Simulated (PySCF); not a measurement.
NMR data simulated for an unnamed compound:

¹H NMR (400 MHz, computed): δ 5.07 (m, 1H), 4.81 (m, 1H), 4.29 (m, 1H), 2.94 (m, 1H), 2.53 (m, 1H), 1.17 (m, 1H), 1.05 (m, 1H).

¹³C{¹H} NMR (computed): δ 112.7 (C), 103.5 (C), 64.6 (CH), 34.4 (CH2), 5.0 (CH2).

Calculated, not measured (PySCF): structure optimised with PBE0-D3(BJ)/def2-SVP, shielding tensors at KT2/pcSseg-1 (GIAO). One computed conformer, no relativistic terms, gas phase.

Shifts are taken against calculated references (same method and geometry level): ¹H (31.18 ppm) and ¹³C (183.22 ppm) vs TMS.

Which of these does the molecule contain: a three-membered ring, a CF3 group, an amide, a nitrile, a Si–H bond?

Results:


- A three-membered ring: no.
- A CF3 group: no.
- An amide: no.
- A nitrile: yes (δC 103.5).
- A Si–H bond: yes (δH 5.07 (m), 4.81 (m)).

The data belong to SMILES N#CC(F)(F)O[C@H]1CC[SiH2]1, C$_{5}$H$_{7}$F$_{2}$NOSi; they needn't prove each group on their own.

Carbon signals by region: 2 in the sp2 and nitrile region (100–160 ppm), 1 at 50–100 ppm, 2 below 50 ppm.

Splittings by ¹⁹F in the carbon and heteronuclear signals aren't shown, as no couplings were computed. Shifts are as computed. Against solution values, carbons near 30 ppm lie about +2 ppm off and those near 130 ppm about -5 ppm. Of 1309 compounds with measured shifts, 239 miss one by over three times the rms of a fit or turn the order of signals round; such compounds aren't used in these exercises. No couplings were computed; multiplicities are counted from neighbouring protons, with m where these are inequivalent, close in shift, in a saturated or five-membered ring or joined by F or P, and br s for small geminal =CH2 splittings.
